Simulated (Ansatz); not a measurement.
Relaxation of C₂H₁₀O₃Si₂ (17 atoms, charge 0, multiplicity 1), to a largest force component of 0.02 eV/Å in at most 40 steps.

Theory: RKS B3LYP/STO-3G (Ansatz).

```xyz
17
Properties=species:S:1:pos:R:3:forces:R:3
Si 0.000 0.000 0.000 -0.79 -0.49 1.00
O 0.000 0.000 1.680 0.77 -0.02 -0.25
Si -1.315 -0.407 2.644 -0.85 0.84 0.59
H -2.239 -1.240 1.880 -0.76 1.60 1.86
H -0.851 -1.143 3.816 -0.01 0.17 -0.29
H -1.999 0.809 3.073 0.14 -0.17 0.10
H 1.377 0.000 -0.486 -0.36 0.26 0.13
O -0.791 1.371 -0.559 1.92 1.19 0.06
C -2.151 1.418 -0.965 -0.04 -0.98 0.27
H -2.769 0.822 -0.261 -0.72 0.07 -0.23
H -2.502 2.471 -0.964 -0.03 -0.01 -0.02
H -2.247 0.998 -1.988 -0.54 0.01 -0.19
O -0.791 -1.371 -0.559 0.64 0.09 -2.02
C -1.536 -2.268 0.250 1.05 -0.47 -0.15
H -1.225 -2.158 1.310 -0.02 -1.60 -1.01
H -2.619 -2.040 0.157 -0.29 -0.34 0.28
H -1.349 -3.311 -0.083 -0.11 -0.15 -0.16
```

Problem. Where does it end, and by what steps?

Solution. The forces met the threshold. The force dipped under the threshold on the way, but the program's further checks kept it going. Limits of this set-up: minimal basis. After 38 steps the energy has fallen by 1.612 eV; H4 moved furthest, 2.89 Å.

| step | energy less start (eV) | largest force component (eV/Å) | accepted |
| --- | --- | --- | --- |
| 0 | 0.0000 | 2.015 | yes |
| 2 | -1.1441 | 0.685 | yes |
| 4 | -1.4263 | 0.248 | yes |
| 6 | -1.5205 | 0.342 | yes |
| 8 | -1.5407 | 0.048 | yes |
| 10 | -1.5469 | 0.180 | yes |
| 12 | -1.5536 | 0.249 | yes |
| 14 | -1.5603 | 0.132 | yes |
| 16 | -1.5644 | 0.099 | yes |
| 18 | -1.5692 | 0.167 | yes |
| 20 | -1.5769 | 0.238 | yes |
| 22 | -1.5859 | 0.276 | yes |
| 24 | -1.5950 | 0.274 | yes |
| 26 | -1.5979 | 0.235 | no |
| 28 | -1.6061 | 0.031 | yes |
| 30 | -1.6083 | 0.041 | yes |
| 32 | -1.6103 | 0.062 | yes |
| 34 | -1.6111 | 0.045 | yes |
| 36 | -1.6116 | 0.019 | yes |
| 38 | -1.6118 | 0.015 | yes |

```xyz
17
Properties=species:S:1:pos:R:3
Si -0.292 -0.102 0.275
O -1.046 -0.672 1.668
Si -1.103 0.291 3.063
H -1.953 1.454 2.887
H -1.654 -0.539 4.111
H 0.216 0.753 3.456
H 1.024 0.474 0.469
O -1.180 1.185 -0.422
C -2.563 0.836 -0.742
H -3.109 0.345 0.095
H -3.099 1.776 -0.982
H -2.648 0.172 -1.632
O -0.076 -1.458 -0.741
C -1.167 -2.430 -0.649
H -1.547 -2.567 0.387
H -2.033 -2.164 -1.296
H -0.778 -3.406 -1.003
```

Whether the end is a true minimum wasn't checked by a vibrational analysis.

The run took 4 min on 1 thread of AMD EPYC 7R43 64-Core Processor (Zen 3), with other jobs on the host, peak memory 0.16 GiB.
